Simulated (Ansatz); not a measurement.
Harmonic vibrations of Cu(PH3)(OH) (CuPOH₄) by finite differences.

```yaml
crystal:
  periodic: [false, false, false]
  atoms:
    - {symbol: Cu, position_ang: [-0.030562, 0.052261, -0.950342]}
    - {symbol: P, position_ang: [-0.060547, 0.078288, 1.203233]}
    - {symbol: H, position_ang: [-0.770439, -0.914153, 1.908138]}
    - {symbol: H, position_ang: [-0.593772, 1.204891, 1.860317]}
    - {symbol: H, position_ang: [1.152493, -0.007994, 1.914608]}
    - {symbol: O, position_ang: [-0.078251, 0.150640, -2.742916]}
    - {symbol: H, position_ang: [0.381088, -0.563942, -3.193027]}
basis:
  gaussian: {orbitals: def2-TZVP}
hamiltonian: {xc: {name: B3LYP}, dispersion: d4}
scf: {omitted_lower_state_checks: [starts]}
phonons: {temperatures: {t_min: 298.15, t_max: 900, t_step: 200}}
```

```sh
$ ansatz run in.yaml --threads 4 --pin off --events-out ev --progress --plain --max-ram 3916MiB
```

Shortened log:

```
Functional definition: B3LYP
mean field -56045.90967221 eV, -2059.6491911719 hartree, gradient 2.2e-5 eV, S^2 0.000000; 0 other end points of the search recorded, 0 dependent functions left out
mean field -56045.90966388 eV, -2059.6491908656 hartree, gradient 2.2e-6 eV, S^2 0.000000; 0 other end points of the search recorded, 0 dependent functions left out
mean field -56045.90966183 eV, -2059.6491907902 hartree, gradient 2.7e-6 eV, S^2 0.000000; 0 other end points of the search recorded, 0 dependent functions left out
mean field -56045.90965608 eV, -2059.6491905788 hartree, gradient 2.6e-6 eV, S^2 0.000000; 0 other end points of the search recorded, 0 dependent functions left out
mean field -56045.90966761 eV, -2059.6491910026 hartree, gradient 2.3e-6 eV, S^2 0.000000; 0 other end points of the search recorded, 0 dependent functions left out
mean field -56045.90955681 eV, -2059.6491869307 hartree, gradient 1.4e-6 eV, S^2 0.000000; 0 other end points of the search recorded, 0 dependent functions left out
mean field -56045.90961171 eV, -2059.6491889483 hartree, gradient 2.7e-6 eV, S^2 0.000000; 0 other end points of the search recorded, 0 dependent functions left out
mean field -56045.90958173 eV, -2059.6491878468 hartree, gradient 2.8e-6 eV, S^2 0.000000; 0 other end points of the search recorded, 0 dependent functions left out
mean field -56045.90958088 eV, -2059.6491878153 hartree, gradient 2.6e-6 eV, S^2 0.000000; 0 other end points of the search recorded, 0 dependent functions left out
mean field -56045.90958055 eV, -2059.6491878034 hartree, gradient 2.8e-6 eV, S^2 0.000000; 0 other end points of the search recorded, 0 dependent functions left out
mean field -56045.90958237 eV, -2059.6491878703 hartree, gradient 2.4e-6 eV, S^2 0.000000; 0 other end points of the search recorded, 0 dependent functions left out
mean field -56045.90963191 eV, -2059.6491896906 hartree, gradient 2.4e-6 eV, S^2 0.000000; 0 other end points of the search recorded, 0 dependent functions left out
mean field -56045.90952382 eV, -2059.6491857186 hartree, gradient 2.3e-6 eV, S^2 0.000000; 0 other end points of the search recorded, 0 dependent functions left out
mean field -56045.90964374 eV, -2059.6491901256 hartree, gradient 1.1e-6 eV, S^2 0.000000; 0 other end points of the search recorded, 0 dependent functions left out
mean field -56045.90965451 eV, -2059.6491905213 hartree, gradient 1.2e-6 eV, S^2 0.000000; 0 other end points of the search recorded, 0 dependent functions left out
mean field -56045.90962968 eV, -2059.6491896089 hartree, gradient 1.0e-6 eV, S^2 0.000000; 0 other end points of the search recorded, 0 dependent functions left out
mean field -56045.90963950 eV, -2059.6491899695 hartree, gradient 1.4e-6 eV, S^2 0.000000; 0 other end points of the search recorded, 0 dependent functions left out
mean field -56045.90965759 eV, -2059.6491906343 hartree, gradient 1.5e-6 eV, S^2 0.000000; 0 other end points of the search recorded, 0 dependent functions left out
mean field -56045.90964391 eV, -2059.6491901316 hartree, gradient 1.2e-6 eV, S^2 0.000000; 0 other end points of the search recorded, 0 dependent functions left out
mean field -56045.90965123 eV, -2059.6491904007 hartree, gradient 1.2e-6 eV, S^2 0.000000; 0 other end points of the search recorded, 0 dependent functions left out
mean field -56045.90966052 eV, -2059.6491907421 hartree, gradient 1.2e-6 eV, S^2 0.000000; 0 other end points of the search recorded, 0 dependent functions left out
mean field -56045.90963287 eV, -2059.6491897262 hartree, gradient 1.5e-6 eV, S^2 0.000000; 0 other end points of the search recorded, 0 dependent functions left out
mean field -56045.90961891 eV, -2059.6491892131 hartree, gradient 1.2e-6 eV, S^2 0.000000; 0 other end points of the search recorded, 0 dependent functions left out
mean field -56045.90965841 eV, -2059.6491906647 hartree, gradient 1.4e-6 eV, S^2 0.000000; 0 other end points of the search recorded, 0 dependent functions left out
mean field -56045.90964699 eV, -2059.6491902450 hartree, gradient 1.3e-6 eV, S^2 0.000000; 0 other end points of the search recorded, 0 dependent functions left out
mean field -56045.90963127 eV, -2059.6491896671 hartree, gradient 1.5e-6 eV, S^2 0.000000; 0 other end points of the search recorded, 0 dependent functions left out
mean field -56045.90960809 eV, -2059.6491888152 hartree, gradient 1.3e-6 eV, S^2 0.000000; 0 other end points of the search recorded, 0 dependent functions left out
mean field -56045.90966339 eV, -2059.6491908476 hartree, gradient 9.6e-7 eV, S^2 0.000000; 0 other end points of the search recorded, 0 dependent functions left out
mean field -56045.90966510 eV, -2059.6491909104 hartree, gradient 1.2e-6 eV, S^2 0.000000; 0 other end points of the search recorded, 0 dependent functions left out
mean field -56045.90966359 eV, -2059.6491908551 hartree, gradient 1.5e-6 eV, S^2 0.000000; 0 other end points of the search recorded, 0 dependent functions left out
mean field -56045.90963727 eV, -2059.6491898878 hartree, gradient 1.2e-6 eV, S^2 0.000000; 0 other end points of the search recorded, 0 dependent functions left out
mean field -56045.90963043 eV, -2059.6491896365 hartree, gradient 2.2e-6 eV, S^2 0.000000; 0 other end points of the search recorded, 0 dependent functions left out
mean field -56045.90963887 eV, -2059.6491899463 hartree, gradient 2.1e-6 eV, S^2 0.000000; 0 other end points of the search recorded, 0 dependent functions left out
mean field -56045.90958937 eV, -2059.6491881274 hartree, gradient 2.3e-6 eV, S^2 0.000000; 0 other end points of the search recorded, 0 dependent functions left out
mean field -56045.90957585 eV, -2059.6491876306 hartree, gradient 2.6e-6 eV, S^2 0.000000; 0 other end points of the search recorded, 0 dependent functions left out
mean field -56045.90951999 eV, -2059.6491855778 hartree, gradient 2.5e-6 eV, S^2 0.000000; 0 other end points of the search recorded, 0 dependent functions left out
mean field -56045.90963479 eV, -2059.6491897964 hartree, gradient 9.0e-7 eV, S^2 0.000000; 0 other end points of the search recorded, 0 dependent functions left out
mean field -56045.90963722 eV, -2059.6491898857 hartree, gradient 1.7e-6 eV, S^2 0.000000; 0 other end points of the search recorded, 0 dependent functions left out
mean field -56045.90963484 eV, -2059.6491897983 hartree, gradient 1.4e-6 eV, S^2 0.000000; 0 other end points of the search recorded, 0 dependent functions left out
mean field -56045.90958340 eV, -2059.6491879079 hartree, gradient 1.6e-6 eV, S^2 0.000000; 0 other end points of the search recorded, 0 dependent functions left out
mean field -56045.90958602 eV, -2059.6491880041 hartree, gradient 1.8e-6 eV, S^2 0.000000; 0 other end points of the search recorded, 0 dependent functions left out
mean field -56045.90963539 eV, -2059.6491898187 hartree, gradient 1.6e-6 eV, S^2 0.000000; 0 other end points of the search recorded, 0 dependent functions left out
mean field -56045.90962524 eV, -2059.6491894456 hartree, gradient 1.8e-6 eV, S^2 0.000000; 0 other end points of the search recorded, 0 dependent functions left out
WARN: phonons: modes at or below zero, which the zero-point energy, F, S and C_V leave out: 1, the lowest at -27.48 cm⁻¹. A minimum has none, and a first-order saddle one
Total energy: -56046.10390002 eV, -2059.6563289121 hartree
Atom 0 at    -0.030562     0.052261    -0.950342 Å, force    -0.000021    -0.001687    -0.000257 eV/Å
Atom 1 at    -0.060547     0.078288     1.203233 Å, force     0.000335    -0.000291    -0.000274 eV/Å
Atom 2 at    -0.770439    -0.914153     1.908138 Å, force    -0.000879    -0.000300    -0.001707 eV/Å
Atom 3 at    -0.593772     1.204891     1.860317 Å, force    -0.000917     0.000820    -0.001983 eV/Å
Atom 4 at     1.152493    -0.007994     1.914608 Å, force     0.002572    -0.000255     0.000803 eV/Å
Atom 5 at    -0.078251     0.150640    -2.742916 Å, force    -0.001645     0.002241     0.000086 eV/Å
Atom 6 at     0.381088    -0.563942    -3.193027 Å, force     0.000555    -0.000529     0.003332 eV/Å
Dipole moment:     0.130401    -0.217478     1.249720 e Å
Vibrations: -27.48 116.88 120.69 319.75 446.74 464.54 629.90 690.84 1028.71 1126.85 1132.80 2446.51 2448.72 2450.73 3835.12 cm⁻¹, zero-point energy 1.069908 eV
Checks for a lower state left out: starts
```

Hardware: 4 threads of Intel Xeon on a shared host. Wall time 49 s.
